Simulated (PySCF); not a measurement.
## How exact exchange moves a shielding

Molecule: SMILES ClC[SiH2]CCl, C₂H₆Cl₂Si.

Cartesian coordinates in Å; atom numbers follow the order of the lines, from 1:
```xyz
11

Cl   -1.7188   -1.7816    0.0110
C    -1.5716   -0.0223    0.3320
Si    0.0170    0.6327   -0.4680
C     1.4818   -0.3656    0.1835
Cl    2.9917    0.2379   -0.5661
H    -1.5696    0.1195    1.4231
H    -2.4697    0.4703   -0.0685
H     0.1855    2.0716   -0.1045
H    -0.0719    0.4826   -1.9471
H     1.5847   -0.2772    1.2752
H     1.3727   -1.4314   -0.0622
```

GIAO shieldings (ppm, equivalent atoms averaged) in PySCF on the PBE0-D3(BJ)/def2-SVP geometry, basis pcSseg-2, gas phase, non-relativistic:

```csv
functional,exact exchange (%),σ(Cl1/Cl5),σ(C2/C4),σ(Si3)
BLYP,0,873.1,143.0,349.0
BP86,0,886.7,148.3,360.3
PBE,0,886.9,148.7,361.4
B3LYP,20,899.3,148.7,361.2
PBE0,25,917.6,155.2,376.2
BHandHLYP,50,932.5,155.8,379.3
HF,100,980.0,166.2,412.8
```

Question: Fit each shielding as a line in the percentage of exact exchange.

Answer: σ(Cl1/Cl5) = 883.6 + 0.98 x (rms 5.8 ppm); σ(C2/C4) = 146.9 + 0.19 x (rms 2.3 ppm); σ(Si3) = 356.2 + 0.55 x (rms 5.2 ppm). The functionals also differ in their semilocal parts, which the line can't hold; Hartree–Fock has no correlation at all.

Question: What does the line predict for mPW1PW91 (25 %), and what does the run give?

Answer: σ(Cl1/Cl5): 908.1 predicted, 915.9 computed; σ(C2/C4): 151.7 predicted, 154.4 computed; σ(Si3): 369.9 predicted, 374.9 computed ppm.
